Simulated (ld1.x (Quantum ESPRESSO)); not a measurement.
**What one change does to a pseudopotential (F (Z = 9), ultrasoft)**

* Element: F (Z = 9)
* Generator: ld1.x (Quantum ESPRESSO) 7.5
* Type: ultrasoft
* Functional: BP86
* Relativity: scalar-relativistic
* Frozen core: [He]
* Valence charge: 7
* Reference configuration: 2s1 2p6
* Partial waves: 2s (bound): rcut 0.65, rcutus 0.85 bohr; 2s channel at 0.05 Ry: rcut 0.65, rcutus 0.85 bohr; 2p (bound): rcut 0.85, rcutus 1.20 bohr; 2p channel at -0.55 Ry: rcut 0.85, rcutus 1.20 bohr; 3d channel at -0.1 Ry: rcut 0.80, rcutus 0.95 bohr; 3d channel at 1.25 Ry: rcut 0.80, rcutus 0.95 bohr
* Local potential: all-electron potential smoothed inside 0.70 bohr (lloc = -2)
* Core correction: none
* Augmentation charge: PSQ, radius 0.55 bohr

Change: wave 2p channel at -0.55 Ry: rcut 0.85, rcutus 1.20 bohr becomes 2p channel at 3.45 Ry: rcut 0.85, rcutus 1.20 bohr.

Cutoffs: the cutoffs (Ry, on a coarse ladder) from which the occupation-weighted sum of valence levels, in a spherical-Bessel basis at the reference potential, stays within 10 and 1 mRy of its value at 400 Ry; they do not see the model core or the augmentation charge, which bear on the density cutoff. Errors are all-electron minus pseudo energies relative to the spin-unpolarised reference configuration.

Q: What does the change do?

A: The potential gets neither clearly harder nor softer (50 Ry and 90 Ry → 50 Ry and 90 Ry); of the 7 tests that both files solve, the error grows in 2 and shrinks in 0 by more than 15 % and 0.3 meV (median size 25.4 → 24.1 meV); neither file shows a bound ghost.

| quantity | base | changed |
| --- | --- | --- |
| cutoff, loose | 50 Ry | 50 Ry |
| cutoff, tight | 90 Ry | 90 Ry |
| loose cutoff by channel (10 mRy a level) | s 21 Ry, p 45 Ry | s 21 Ry, p 40 Ry |
| bound ghosts | none | none |
| error for 2s2 2p5, meV [ΔE -18.81 eV] | +20 | +20 |
| error for 2s2 2p4, meV [ΔE 0.67 eV] | +25 | +24 |
| error for 2s2 2p3, meV [ΔE 39.14 eV] | +37 | +39 |
| error for 2s2 2p5.3, meV [ΔE -21.51 eV] | +19 | +19 |
| error for 2s2 2p4.5, meV [ΔE -11.22 eV] | +22 | +21 |
| error for 2s2 2p1, meV [ΔE 185.74 eV] | +203 | +238 |
| error for 2s2 2p2, meV [ΔE 99.86 eV] | +73 | +87 |
| s: phases at 1.30 bohr within 0.05 rad from the reference energy up to (Ry; the scan ends near 5) | to the end of the scan | to the end of the scan |
| p: phases at 1.30 bohr within 0.05 rad from the reference energy up to (Ry; the scan ends near 5) | to the end of the scan | to the end of the scan |
| d: phases at 1.30 bohr within 0.05 rad from the reference energy up to (Ry; the scan ends near 5) | to the end of the scan | to the end of the scan |
| lowest overlap eigenvalue by channel | s 0.56, p 0.92, d 0.97 | s 0.56, p 0.64, d 0.97 |
